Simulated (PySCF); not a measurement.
Calculated NMR parameters of CC#C[BH2-][N+]#CCC#N

```yaml
Formula: C6H7BN2
SMILES: CC#C[BH2-][N+]#CCC#N
InChI: InChI=1S/C6H7BN2/c1-2-4-7-9-6-3-5-8/h3,7H2,1H3
Point_group_of_the_computed_structure: C1
Carbon_signals: 6
Proton_signals: 3
```

Molfile (atoms numbered from 1):
```
C6H7BN2
     RDKit          3D

 16 15  0  0  0  0  0  0  0  0999 V2000
    3.6393   -0.6722   -0.8600 C   0  0  0  0  0  0  0  0  0  0  0  0
    2.5250    0.1656   -0.4447 C   0  0  0  0  0  0  0  0  0  0  0  0
    1.6073    0.8873   -0.0949 C   0  0  0  0  0  0  0  0  0  0  0  0
    0.4346    1.8158    0.3556 B   0  0  0  0  0  0  0  0  0  0  0  0
   -0.8500    0.9402    0.4186 N   0  0  0  0  0  0  0  0  0  0  0  0
   -1.7841    0.2740    0.4594 C   0  0  0  0  0  0  0  0  0  0  0  0
   -2.9427   -0.6080    0.5145 C   0  0  0  0  0  0  0  0  0  0  0  0
   -4.1973    0.0814    0.2233 C   0  0  0  0  0  0  0  0  0  0  0  0
   -5.1983    0.6109   -0.0031 N   0  0  0  0  0  0  0  0  0  0  0  0
    3.6117   -0.8818   -1.9418 H   0  0  0  0  0  0  0  0  0  0  0  0
    3.6385   -1.6399   -0.3323 H   0  0  0  0  0  0  0  0  0  0  0  0
    4.6025   -0.1826   -0.6434 H   0  0  0  0  0  0  0  0  0  0  0  0
    0.1434    2.7021   -0.4380 H   0  0  0  0  0  0  0  0  0  0  0  0
    0.5388    2.2658    1.4899 H   0  0  0  0  0  0  0  0  0  0  0  0
   -2.9962   -1.0674    1.5167 H   0  0  0  0  0  0  0  0  0  0  0  0
   -2.7930   -1.4275   -0.2096 H   0  0  0  0  0  0  0  0  0  0  0  0
  1  2  1  0
  2  3  3  0
  3  4  1  0
  4  5  1  0
  5  6  3  0
  6  7  1  0
  7  8  1  0
  8  9  3  0
  1 10  1  0
  1 11  1  0
  1 12  1  0
  4 13  1  0
  4 14  1  0
  7 15  1  0
  7 16  1  0
M  CHG  2   4  -1   5   1
M  END
```

All values are calculated (PySCF 2.14.0 with density-fitted response routines): shieldings: GIAO B97-2/pcSseg-1, J couplings at B3LYP/pcJ-1 (spin–dipole term only in couplings to heteroatoms), geometry from PBE0-D3(BJ)/def2-SVP. One averaged value for each set of equivalent atoms, single conformer, no solvent, non-relativistic.

Chemical shifts δ = σref − σ; $^{1}$H (σ = 31.38 ppm) and $^{13}$C (σ = 183.69 ppm) vs TMS; $^{11}$B (σ = 101.82 ppm) vs BF3·OEt2; $^{15}$N (σ = 262.91 ppm) against NH3, all at this level.

```tsv
carbon	δC, type	δH (multiplicity, J in Hz)	HMBC from (abs. J ≥ 3 Hz)	span of the C tensor (ppm)
C1	6.6, CH3	1.84 (s)	–	24
C2	96.4, C	–	H13/H14, H10/H11/H12	254
C3	87.6, C	–	H13/H14, H10/H11/H12	264
C6	106.7, C	–	H15/H16, H13/H14	260
C7	8.9, CH2	3.48 (s)	–	26
C8	108.2, C	–	H15/H16	326
```

Other nuclei:
```csv
atoms,nucleus,environment,δ (ppm),σ (ppm)
H13/H14,$^{1}$H,"hydrogen on a boron bonded to C, N",2.82,28.55
B4,$^{11}$B,"boron bonded to C, N, 2 H",-31.0,132.9
N9,$^{15}$N,nitrile nitrogen,312.6,-49.7
N5,$^{15}$N,donor nitrogen of a Lewis adduct,239.9,23.0
```

Selected couplings (Hz, signed; the shortest-range and largest first, 30 at most; isotopes $^{13}$C, $^{1}$H, $^{11}$B, $^{15}$N): $^{1}J$(C7,H15) 148.5, $^{1}J$(C1,H10) 136.1, $^{1}J$(B4,H13) 114.9, $^{1}J$(C3,B4) 94.5, $^{1}J$(B4,N5) -7.4, $^{2}J$(C2,B4) 19.0, $^{2}J$(N5,H13) 2.3, $^{2}J$(B4,C6) 1.4, $^{3}J$(N5,H15) -2.5, $^{3}J$(C1,B4) 1.7, $^{3}J$(N9,H15) -1.7, $^{4}J$(B4,H10) -1.8.

- δC 108.2: nitrile carbon; typical of a nitrile.
- δC 106.7: nitrilium-type carbon.
- δC 96.4, 87.6: alkyne carbon; sp carbons lie upfield of alkene carbons because the cylindrical π system leaves one tensor component strongly shielded.
- δC 8.9: sp3 CH2 α to a nitrile; aliphatic region, no heteroatom directly attached.
- δC 6.6: propargylic methyl carbon; aliphatic region, no heteroatom directly attached.

Hydrogens on boron are broadened and split by $^{11}$B (spin 3/2, 80 %) and 10B (spin 3). A carbon bonded to boron is broadened by the quadrupolar boron nucleus and is often missing from a measured spectrum. Shifts are as computed. Against solution values, carbons near 30 ppm lie about +1 ppm off and those near 130 ppm about +2 ppm. Of 1313 compounds with measured shifts, 239 miss one by over three times the rms of a fit or turn the order of signals round; such compounds aren't used in these exercises. Experimental scales use liquid or dissolved standards, which lie at an offset from isolated NH3 (liquid NH3: subtract about 20 ppm). Unscaled 15N shifts of sp2 nitrogen come out 20 to 40 ppm too high even then.
